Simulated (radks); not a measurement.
Values are calculated unless marked as measured or tabulated.
Spin polarisation of the 5d1 shell in La. Start: [Xe] 5d(up 0.5, down 0.5) 6s2; electrons of 5d are moved from spin down to spin up, other shells keep equal spins. Level of theory: scalar-relativistic Kohn-Sham, LDA (Slater exchange, Perdew-Wang correlation), spin-polarised, spherical densities, finite nucleus; Fermi nuclear charge, rms radius of each element as measured or else 0.836 A^(1/3) + 0.57 fm (a radial shooting solver on a logarithmic mesh with Libxc functionals).

moment (Bohr magnetons)  E - E(0) (eV)  e(5d up) (eV)  e(5d down) (eV)  6s down minus up (eV)  5p down minus up (eV)
0                                0.000         -3.205           -3.205                  0.000                  0.000
0.25                            -0.007         -3.256           -3.151                  0.070                  0.088
0.5                             -0.026         -3.304           -3.094                  0.140                  0.177
0.75                            -0.059         -3.349           -3.034                  0.210                  0.265
1                               -0.105         -3.392           -2.971                  0.281                  0.353

At moment 1 the spin-polarisation energy is -0.105 eV and the 5d exchange splitting 0.421 eV, that is 0.421 eV per Bohr magneton; E = -I m^2/4 would give I = 0.420 eV.
